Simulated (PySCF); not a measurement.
Coordinates in bohr (charge 1 multiplicity 2):
```
Os    0.0000    0.0000   -1.0618
Se    3.4122    0.0000    1.2753
Se   -3.4122    0.0000    1.2753
```

These are results of UB3LYP/[Os def2-SVP with ECP60, Se def2-SVP], scalar-relativistic core potentials, density fitting, no spin–orbit coupling, PySCF, not measurements.

This geometry of OsSe₂⁺ is a stationary point at this level.

**Question.** What is the point group?

**Answer.** C2v.

**Question.** Is it a minimum?

**Answer.** Yes: all harmonic wavenumbers are real.

**Question.** List the harmonic modes with their infrared intensities.

**Answer.** 
```
symmetry  ω (cm⁻¹)  IR (km/mol)     type
      a1       125          0.5     bend
      a1       358          0.0  stretch
      b2       366         11.4  stretch
```

**Question.** What are the dipole moment and the gap between the highest occupied and lowest empty levels of either spin?

**Answer.** 0.55 D about the centre of mass and 1.93 eV.

**Question.** Give the ideal-gas entropy at 298.15 K and 1 bar by parts.

**Answer.** translation 182.0, rotation 116.1, vibration 22.0, spin 5.8; total 325.8 J/(mol K).

In C2v the vibrations span 2a1 + b2. Here b1 is antisymmetric to the molecular plane and b2 lies in it.

This need not be the most stable arrangement of these atoms. With open d or f shells other occupations or spin states may lie lower. No spin–orbit coupling is included, which matters more the heavier the element.
